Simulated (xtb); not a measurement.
C3H10FNSi, SMILES CC(C)(F)[SiH2]N. All values are semi-empirical tight-binding results from xtb (GFN2-xTB unless named), good for trends rather than for accurate numbers. Geometry optimised at GFN2-xTB. The structure was generated by enumeration, and PubChem lists no compound with its InChIKey, so it may never have been made. The values are those of a single conformer.

The orbital gap is 5.42 eV. The dipole moment is 1.92 D and the zero-point energy is 78.6 kcal/mol. The G − E(el) at 298.15 K (modified RRHO) comes out as 57.6 kcal/mol and the static polarisability (D4 model) comes out as 77.0 bohr³. The solvation energy, GFN2-xTB/ALPB(water) is -4.7 kcal/mol and the solvation energy, GFN2-xTB/ALPB(octanol) is -6.5 kcal/mol.
